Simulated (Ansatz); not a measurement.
Ligand exchange: CH3F + C3H9BO → HOF + C4H11B

Species: CH3F (fluoromethane) `CF`, singlet; C3H9BO `CC(C)BO`, singlet; HOF (hypofluorous acid) `OF`, singlet; C4H11B `CBC(C)C`, singlet. The partners trade CH3 for OH: F–CH3 and B–OH bonds give way to F–OH and B–CH3.

Shapes, held fixed at every level: PBE0-D4/def2-TZVP. Flexible molecules stand in one conformer, not always the lowest. Programs: Ansatz 0.2.0. The zero-point and thermal change to 298 K, harmonic and unscaled (PBE0-D4/def2-TZVP), is -10.5 kJ/mol.

| level | kind | ΔH(298 K) (kJ/mol) | less CCSD(T)/CBS estimate |
| --- | --- | --- | --- |
| HF/def2-TZVPP | Hartree–Fock | +493.2 | +37.5 |
| B3LYP-D4/def2-TZVPP | global hybrid | +444.9 | -10.8 |
| B2PLYP/def2-TZVPP | double hybrid | +457.1 | +1.4 |
| MP2/def2-TZVPP | perturbation theory | +470.9 | +15.2 |
| CCSD(T)/def2-SVP | coupled cluster or CI | +459.5 | +3.8 |
| CCSD/def2-SVP | coupled cluster or CI | +465.5 | +9.8 |
| CCSD(T)/def2-TZVPP | coupled cluster or CI | +452.0 | -3.7 |
| CCSD(T)/CBS estimate | coupled cluster or CI | +455.7 | 0.0 |

The highest level, CCSD(T)/CBS estimate, gives ΔH(298 K) = +455.7 kJ/mol; the levels span +444.9 to +493.2. The column of differences is taken from that level and isn't an error. No measured value is set beside it here. The CBS estimate extrapolates MP2 from def2-TZVPP and def2-QZVPP and adds CCSD(T) − MP2 in the triple-zeta set, cores frozen.
